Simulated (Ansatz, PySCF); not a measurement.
This Ansatz (a first-principles code) input computes a r2SCAN/def2-TZVPD energy:

Ansatz 0.2 input:
```yaml
crystal:
  periodic: [false, false, false]
  atoms:
    - {symbol: C, position_ang: [1.63556815, 0.05486500, 0.11520225]}
    - {symbol: C, position_ang: [0.46822139, -0.75086968, -0.32285805]}
    - {symbol: C, position_ang: [-0.84603114, -0.30944513, 0.29343822]}
    - {symbol: F, position_ang: [-1.13289994, 1.00675974, -0.08397059]}
    - {symbol: H, position_ang: [1.52258125, 1.11061883, 0.31659219]}
    - {symbol: H, position_ang: [2.63304960, -0.35995624, 0.09317250]}
    - {symbol: H, position_ang: [0.35432244, -0.70670829, -1.41792552]}
    - {symbol: H, position_ang: [0.61564495, -1.81003933, -0.08488482]}
    - {symbol: H, position_ang: [-0.80191164, -0.32928802, 1.38458103]}
    - {symbol: H, position_ang: [-1.67413743, -0.93276586, -0.05049448]}
basis:
  gaussian:
    orbitals: def2-TZVPD
hamiltonian:
  xc: {name: r2SCAN}
magnetization: {spin_polarized: true, initial_magnetization: 1}
output: {forces: true}
```

### Question
Write an input for the same energy in PySCF and say what it gives.

### Answer

```python
from pyscf import gto, scf, dft

mol = gto.M(
    atom='''
    C     1.63556815    0.05486500    0.11520225
    C     0.46822139   -0.75086968   -0.32285805
    C    -0.84603114   -0.30944513    0.29343822
    F    -1.13289994    1.00675974   -0.08397059
    H     1.52258125    1.11061883    0.31659219
    H     2.63304960   -0.35995624    0.09317250
    H     0.35432244   -0.70670829   -1.41792552
    H     0.61564495   -1.81003933   -0.08488482
    H    -0.80191164   -0.32928802    1.38458103
    H    -1.67413743   -0.93276586   -0.05049448
    ''',
    basis='def2-tzvpd',
    charge=0,
    spin=1,
    verbose=4,
)

mf = dft.UKS(mol, xc='r2scan').density_fit(auxbasis='def2-universal-jkfit')
mf.grids.level = 4
mf.conv_tol = 1e-9
mf.max_cycle = 100
mf.max_memory = 1500
mf.kernel()
if not mf.converged:
    mf = mf.newton()
    mf.kernel(mf.make_rdm1())
for _ in range(2):
    mo, _, stable, _ = mf.stability(return_status=True)
    if stable:
        break
    mf.kernel(mf.make_rdm1(mo, mf.mo_occ))
mf.analyze()
```
It gives -217.67827 Eh, and Ansatz -217.67817 Eh, a difference of 0.10 mEh, from the treatment of integrals and grids.

It need not be the lowest isomer of its formula.
